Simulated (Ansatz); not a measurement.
# Reading a saddle point

A first-order saddle point of SiNH$_{6}$BrO, singlet, PBE0-D4/def2-TZVP, with one imaginary mode of 135i cm⁻¹:

Si1  (-0.556, 0.062, -0.312)
O2  (1.281, 0.491, -0.148)
H3  (-0.635, -0.290, -1.738)
H4  (-1.774, 0.496, 0.403)
N5  (-0.219, -1.333, 0.671)
H6  (1.294, 1.474, -0.325)
Br7  (-0.398, 2.597, -0.925)
H8  (1.586, 0.266, 0.743)
H9  (-0.959, -1.678, 1.261)
H10  (0.381, -2.085, 0.369)
(Å)

Computed with Ansatz 0.2.0 (basis: def2-TZVPP and def2-QZVPP); correlated methods freeze the cores. Filled d shells of the heavier atoms are correlated. The def2 sets are not built for correlating such inner shells, so the correlated values are less sure here. Extrapolation: Hartree–Fock as exp(−7.88 √X), correlation as X^−2.97.

Problem. Which contacts change along the imaginary mode, and what lies on either side? (Judge from chemistry; the calculation decides.)

Solution. The calculation gives: The step is SiNH₅O ([NH2][SiH2][OH]) + HBr → SiNH₄Br ([NH2][SiH2][Br]) + H₂O, with the molecules in contact on both sides. Shortening one way: Si1–Br7, O2–H6; lengthening the same way: Si1–O2, H6–Br7.
| pair | one side (Å) | saddle (Å) | other side (Å) |
| --- | --- | --- | --- |
| Si1–Br7 | 4.03 | 2.61 | 2.27 |
| O2–H6 | 1.82 | 1.00 | 0.96 |
| Si1–O2 | 1.67 | 1.89 | 3.41 |
| H6–Br7 | 1.45 | 2.12 | 4.01 |

Problem. Which side is lower, and how far does the saddle lie above each? (An estimate is asked for; the value comes from the calculation.)

Solution. Computed: The side with Si1–Br7, O2–H6 short is lower by 1.83 kcal/mol; the saddle lies 21.27 kcal/mol above it and 19.45 kcal/mol above the other (CCSD(T) at an estimated basis limit (MP2 extrapolated from triple and quadruple zeta, plus CCSD(T) − MP2 in triple zeta); electronic energies).

No T1 diagnostic of these runs exceeds 0.010.

Labels in which every atom is bracketed show which atoms are joined, not bond orders.

For scale, one of the runs: CCSD(T)/def2-TZVPP, 236 basis functions, launched by `ansatz run in.yaml --threads 8 --pin off --events-out ev --progress --plain --max-ram 19148MiB`. Time: 20 s of wall clock on 8 CPU threads of an Intel Xeon 6975P-C; the host was shared. Peak host memory: 4.9 GiB.
